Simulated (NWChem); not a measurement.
A series in which one site is exchanged, each optimised at PBE0/def2-SVP with NWChem, gas phase unless a solvent is named. This build's default masses of Se (78.918 u) and Br (79.917 u) are each other's, which moves their modes by up to 0.6 %. For some, no frequency run checked for a minimum. def2 effective core potentials on In, Bi; no spin-orbit coupling.

A: [Br][Bi]([Br])[F] (BiBr$_{2}$F; site = Bi)
B: [F][Al]([Br])[Br] (AlBr2F; site = Al)
C: [F][In]([Br])[Br] (InBr₂F; site = In)
D: FB(Br)Br (BBr₂F; site = B)

Values for A:

| Property | Result |
|---|---|
| dipole (D), PBE0/def2-SVP | 4.10 |
| orbital gap (eV), PBE0/def2-SVP | 5.98 |
| vertical ionisation energy, ΔSCF, B3LYP/def2-SVP (eV) | 10.29 |
| static polarisability, B3LYP/def2-SVPD (bohr³) | 92.5 |

Q: How do these values change for the other members?

A: 
| change from A | B | C | D |
|---|---|---|---|
| dipole (D), PBE0/def2-SVP | -3.43 | -2.86 | -3.83 |
| orbital gap (eV), PBE0/def2-SVP | +1.48 | -0.22 | +1.35 |
| vertical ionisation energy, ΔSCF, B3LYP/def2-SVP (eV) | +0.60 | +0.53 | +0.45 |
| static polarisability, B3LYP/def2-SVPD (bohr³) | -27.2 | -12.5 | -35.4 |
